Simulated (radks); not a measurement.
The numbers below are computed, except where a source is named.
Ionisation of the iridium ion Ir+, [Xe] 4f14 5d7 6s1, to [Xe] 4f14 5d7 as the strength of local exchange is varied. Level of theory: Dirac Kohn-Sham, Slater X-alpha exchange (alpha = 2/3 is LDA exchange), no correlation, spin-unpolarised, spherical densities, finite nucleus; open shells are shared between the two j in proportion to 2j + 1; Fermi nuclear charge, rms radius 5.4032 fm (a radial shooting solver on a logarithmic mesh with Libxc functionals).

| alpha | E(Ir+) (hartree) | exchange (hartree) | IE (eV) | -e of the level emptied (eV) | <r> of it (bohr) |
|---|---|---|---|---|---|
| 0.667 | -17836.2871 | -330.5580 | 16.704 | 12.786 (6s1/2) | 2.723 |
| 0.739 | -17872.0073 | -367.0177 | 17.313 | 13.370 (6s1/2) | 2.685 |
| 0.804 | -17904.3199 | -400.0624 | 17.871 | 13.907 (6s1/2) | 2.651 |
| 0.807 | -17905.8127 | -401.5905 | 17.897 | 13.932 (6s1/2) | 2.650 |
| 0.854 | -17929.2176 | -425.5649 | 18.306 | 14.328 (6s1/2) | 2.626 |
| 0.974 | -17989.1209 | -487.0672 | 19.367 | 15.360 (6s1/2) | 2.566 |
| 1.002 | -18003.1286 | -501.4778 | 19.618 | 15.605 (6s1/2) | 2.553 |
| 1.015 | -18009.6360 | -508.1762 | 19.736 | 15.720 (6s1/2) | 2.547 |

NIST Atomic Spectra Database: 17.0 +/- 0.3 eV (semi-empirical). The Delta-SCF value meets it near alpha = 0.70. Spin polarisation and multiplet splitting are left out, so open shells lie too high by an amount that depends on their filling. Sharing an open shell by 2j + 1 raises it above the true ground level by a part of the spin-orbit splitting, which enters the differences from NIST.

Beside tabulated values, note that spin-unpolarised runs miss the spin-polarisation part of the exchange energy of open shells.
